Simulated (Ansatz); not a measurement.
`C[SiH](O)C=O` + `OC(F)[SiH3]` → `C[SiH](O)F` + `O=CC(O)[SiH3]`  (redistribution)

Isolated molecules relaxed with PBE0-D4/def2-TZVP in Ansatz; ΔE leaves out vibrations. CCSD(T)/CBS adds triple-zeta CCSD(T) − MP2 to the extrapolated MP2 energy (def2 sets, frozen cores). Each species was taken in one conformer, which may not be the lowest.

`C[SiH](O)C=O`:

Z-matrix (Å, degrees):
```
C
Si 1 1.857
H 1 1.093 2 110.7
H 1 1.092 2 111.2 3 -120.9
H 1 1.093 2 110.1 3 119.2
O 2 1.639 1 112.3 3 179.8
C 2 1.925 1 111.6 3 64.4
H 2 1.489 1 110.0 3 -55.3
H 6 0.964 2 112.3 1 -124.1
O 7 1.211 2 118.0 1 121.8
H 7 1.115 2 123.3 1 -58.2
```

`OC(F)[SiH3]`:

Z-matrix (Å, degrees):
```
C
F 1 1.398
Si 1 1.913 2 108.7
O 1 1.377 2 110.0 3 -119.2
H 1 1.099 2 104.9 3 120.5
H 3 1.484 1 108.2 2 56.3
H 3 1.485 1 108.8 2 175.4
H 3 1.482 1 108.9 2 -64.0
H 4 0.963 1 109.6 2 -70.3
```

`C[SiH](O)F`:

```xyz
9

C     0.498    0.675    0.794
Si   -0.118   -0.710   -0.267
O    -1.431   -0.307   -1.153
F     1.083   -1.129   -1.240
H     1.371    0.359    1.370
H    -0.276    0.996    1.496
H     0.792    1.539    0.191
H    -0.515   -1.911    0.495
H    -1.405    0.489   -1.686
```

`O=CC(O)[SiH3]`:

Cartesian coordinates in Å:
```
O -0.092 1.563 -1.728
C -0.281 0.429 -1.363
C 0.531 -0.185 -0.284
O 1.578 0.653 0.116
Si -0.561 -0.569 1.245
H -1.075 -0.201 -1.808
H 0.909 -1.151 -0.658
H 1.467 1.466 -0.404
H 0.312 -1.184 2.272
H -1.147 0.699 1.741
H -1.642 -1.521 0.870
```

```csv
species,CCSD(T)/CBS(def2) energy (Eh)
`C[SiH](O)C=O`,-519.17880
`OC(F)[SiH3]`,-505.08050
`C[SiH](O)F`,-505.24344
`O=CC(O)[SiH3]`,-519.10811
```

Work out ΔE.

ΔE = (-505.24344) + (-519.10811) − (-519.17880) − (-505.08050) = -0.09225 Eh = -57.9 kcal/mol.

Largest T1 diagnostic among the species: 0.015.

From PBE to PBE0 (25 % exact exchange), in def2-TZVPP and without D4, ΔE moves by −1.9 kcal/mol. Leaving LDA and LC-ωPBE aside and taking each functional with its dispersion term where it has one, the values, not all of them listed here, spread over 5.0 kcal/mol, from B97M-V to revPBE-D4. LDA lies −3.4 kcal/mol from PBE without D4.
